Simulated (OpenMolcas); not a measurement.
# Ag⁷⁺: the spin-orbit constant, worked from levels

- Program: OpenMolcas 26.06
- Basis: ANO-RCC-VQZP [8s7p5d3f2g1h]
- Scalar Hamiltonian: DKH2, point nucleus
- Active space: 4 electrons in 10 orbitals (4d 5d)
- State averaging: 2S+1 = 5 even, 5 roots; 2S+1 = 3 even, 45 roots; 2S+1 = 1 even, 49 roots
- Spin-orbit coupling: RASSI with atomic mean-field integrals over the reference wave functions, term energies averaged over their components

Methods: CASSCF; MS-CASPT2, IPEA 0.25 Eh, imaginary shift 0.1 Eh (closed shells correlated: 4s 4p). Measured levels: Atoms 5, 11 (2017), spectra Ag VII to Ag IX.

**The spin-orbit constant.** For the Hund term ⁵D of d4, E(J) = (A/2) J(J+1) + constant and ζ = 2S·A = 4A. From J = 0 to J = 4 the energy changes by 10 A.

```json
{"Source": "CASSCF", "E(4) - E(0)": "6938.8", "A": "693.9", "ζ": "2776"}
{"Source": "MS-CASPT2", "E(4) - E(0)": "7043.8", "A": "704.4", "ζ": "2818"}
{"Source": "measured", "E(4) - E(0)": "7443.0", "A": "744.3", "ζ": "2977"}
```

All in cm-1. MS-CASPT2 is off by -5.4 % and CASSCF by -6.8 %. Both methods take the spin-orbit matrix elements from the reference wave functions, so the second can move ζ only through the term energies and any multistate remixing. Second-order mixing with other terms is absorbed into this ζ.

CASPT2 does not keep the components of a term degenerate, so their means are used; among the terms shown or strongly mixed into the levels shown the widest spread is 14 cm-1 (4d⁴ ⁵D, MS-CASPT2). Active for correlation alone: 5d; no level in the range computed is led by a configuration that fills it, so any true level of that kind is missing. Without dynamic correlation excited terms often stand tens of per cent too high (terms of higher spin than the ground term too low), and those without a measured partner can miss by more than the paired ones (holds for CASSCF). Computed and measured levels are paired by configuration, term and J; levels that our copy of the source lacks, or whose pairing is in doubt (as where it misses far off the trend of its configuration), stay unpaired and out of the deviations. Only configurations of the active space appear.
